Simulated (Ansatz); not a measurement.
System: ReO, net charge 0, sextet state. SMILES: [Re]=[O]
Geometry from a B3LYP-D3(BJ)/def2-TZVP (Ansatz, a first-principles code) optimisation:
```
O
Re 1 1.7451
```
Charge 0, spin multiplicity 6.

Property: size of the dipole moment, in D. Set-up: def2 sets with scalar-relativistic core potentials past Kr; open shells spin-unrestricted; LANL2DZ with its own core potentials from Na on; 6-31G* and kin with 6d, 5d where marked; no spin-orbit coupling. Ab initio and DFT rows: single points at B3LYP-D3(BJ) geometries (Ansatz). The spin state of an ion or metal species was assumed, not searched.

```tsv
level	program	size of the dipole moment (D)
SVWN5/6-31G* with LANL2DZ past Ar	Ansatz	2.72
PBE/LANL2DZ	Ansatz	3.23
PBE/def2-SVP	Ansatz	3.11
PBE/6-31G* with LANL2DZ past Ar	Ansatz	2.75
BLYP/6-31G* with LANL2DZ past Ar	Ansatz	2.71
B3LYP/LANL2DZ	Ansatz	3.73
B3LYP/def2-SVP	Ansatz	3.58
B3LYP/6-31G* with LANL2DZ past Ar	Ansatz	3.22
PBE0/6-31G* with LANL2DZ past Ar	Ansatz	3.39
```

No value to compare with is used here. The 9 habitual levels span 2.71 (BLYP/6-31G* with LANL2DZ past Ar) to 3.73 D (B3LYP/LANL2DZ).

The levels are drawn from those run, B3LYP/6-31G* more often than the rest, none by its result; left out are runs that failed, that the program found above a lower state of the same kind, or whose <S^2> lies over 0.5 above the pure value.
